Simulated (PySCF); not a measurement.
Molecule: SMILES CB(F)F, CH₃BF₂.

Bonds (- single, = double, # triple, : aromatic): C1-B2, B2-F3, B2-F4. C1 carries H5, H6, H7.

Frames of a GFN2-xTB Langevin trajectory at 200 K; GIAO PBE0/pcSseg-1 shieldings in PySCF 2.14.0 with density-fitted response routines, gas phase, non-relativistic; equivalent atoms averaged within each frame.

Referencing at the same level of theory: 13C (186.93 ppm), 1H (31.72 ppm) vs TMS; 11B (100.07 ppm) against BF3·OEt2; 19F (170.95 ppm) against CFCl3. The references are static minima.

How do the shifts (ppm) fluctuate along the trajectory?

## Answers


```
         time (fs)    C1    B2  F3/F4  H5/H6/H7
               250  -0.5  29.7  -60.8      1.24
               425   0.5  28.5  -63.3      1.17
               625  -4.9  30.4  -59.9      0.41
               800  -3.6  27.5  -62.5      0.63
              1000  -5.6  29.9  -55.6      0.13
    mean of frames  -2.8  29.2  -60.4      0.72
standard deviation   2.7   1.2    3.0      0.48
```

5 frames give an uncertainty of the mean of about the standard deviation over 2.2 at best, since frames this close in time may not be independent; classical motion lacks zero-point vibration, and the reference would need the same averaging.
